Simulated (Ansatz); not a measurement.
The same redistribution along the group B, Al, Ga, In.

Calculated with Ansatz (gas phase, PBE0-D4/def2-TZVP geometries, no zero-point term in ΔE). CCSD(T)/CBS adds triple-zeta CCSD(T) − MP2 to the extrapolated MP2 energy (def2 sets, frozen cores). This one scheme is used for every species. Functionals use def2-TZVPP. Elements past krypton have def2 core potentials. For Br, Ga, In outer-core shells are correlated without core-valence functions, which leaves a few kJ/mol of doubt a bond. Scalar relativity is left out up to krypton. One conformer a species, not always the lowest.

| reaction | RPA@PBE/def2-TZVPP (kcal/mol) |
| --- | --- |
| `BBr` + `N[SiH]([SiH3])Cl` → `BCl` + `N[SiH]([SiH3])Br` | -1.2 |
| `[AlH2][Br]` + `N[SiH]([SiH3])Cl` → `[AlH2][Cl]` + `N[SiH]([SiH3])Br` | 0.3 |
| `[GaH2][Br]` + `N[SiH]([SiH3])Cl` → `[Cl][GaH2]` + `N[SiH]([SiH3])Br` | 2.9 |
| `[Br][InH2]` + `N[SiH]([SiH3])Cl` → `[Cl][InH2]` + `N[SiH]([SiH3])Br` | 4.2 |

(1) Give the CCSD(T)/CBS values in the same order. (Best estimate.)

Largest T1 diagnostic: 0.014, for `[Cl][InH2]`.

## Answers

(1) Computed: -1.6, 0.1, 2.5, 4.3 kcal/mol.
